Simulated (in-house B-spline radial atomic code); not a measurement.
Radial electron density of Sn+, [Kr] 4d10 5s2 5p1. Level of theory: scalar-relativistic (X2C) B3LYP, spin-polarised, spherical fractional occupations, Fermi nucleus of rms radius 4.6519 fm; calculated with a B-spline radial code for spherical atoms.

Caution: exact exchange at fractional occupations of open shells leaves self-interaction of up to several eV.

One-electron X2C: radii and densities carry no picture-change correction, so inner-shell <1/r> comes out high (for 1s by about 2 % at Z = 33, 5 % at 54, 10 % at 75, 30 % at 118) and <r> low.

Columns: r (bohr), 4πr²n(r) (electrons per bohr), bar.

```
0.000949    2.088 #
 0.00118    2.955 ##
 0.00146    4.131 ##
 0.00181    5.758 ###
 0.00225    7.999 ####
 0.00279    10.97 ######
 0.00347    14.92 ########
  0.0043     19.9 ###########
 0.00534    26.13 ##############
 0.00663    33.51 ##################
 0.00823    41.75 ######################
  0.0102    50.12 ###########################
  0.0127    57.81 ###############################
  0.0157    63.09 ##################################
  0.0195    65.07 ###################################
  0.0242    63.25 ##################################
  0.0301    58.93 ###############################
  0.0373    55.55 ##############################
  0.0463    57.03 ##############################
  0.0574    65.11 ###################################
  0.0713    76.39 #########################################
  0.0885    82.51 ############################################
    0.11    77.17 #########################################
   0.136    64.57 ##################################
   0.169    56.83 ##############################
    0.21    61.46 #################################
    0.26    67.82 ####################################
   0.323     59.9 ################################
   0.401    38.91 #####################
   0.498    22.83 ############
   0.618     20.9 ###########
   0.767    23.55 #############
   0.952    20.49 ###########
    1.18    13.18 #######
    1.47    6.895 ####
    1.82    3.658 ##
    2.26    2.116 #
     2.8    1.208 #
    3.48   0.5682 
    4.32   0.2014 
    5.36  0.05017 
    6.65 0.008204 
    8.25 0.0008053 
    10.2 4.353e-05
```

On this grid the curve has 4 maxima, near 0.0195, 0.0885, 0.26, 0.767 bohr.

The 5s down radial function P(r) = rR(r), positive near the nucleus:

| r (bohr) | P |
| --- | --- |
| 0.0004 | 0.01062 |
| 0.000616 | 0.01514 |
| 0.000949 | 0.02147 |
| 0.00146 | 0.03016 |
| 0.00225 | 0.04186 |
| 0.00347 | 0.05688 |
| 0.00534 | 0.07446 |
| 0.00823 | 0.09177 |
| 0.0127 | 0.1013 |
| 0.0195 | 0.08925 |
| 0.0301 | 0.03736 |
| 0.0463 | -0.0578 |
| 0.0713 | -0.1492 |
| 0.11 | -0.1187 |
| 0.169 | 0.09047 |
| 0.26 | 0.236 |
| 0.401 | -0.0291 |
| 0.618 | -0.3632 |
| 0.952 | -0.04954 |
| 1.47 | 0.5875 |
| 2.26 | 0.7245 |
| 3.48 | 0.375 |
| 5.36 | 0.0788 |
| 8.25 | 0.004678 |
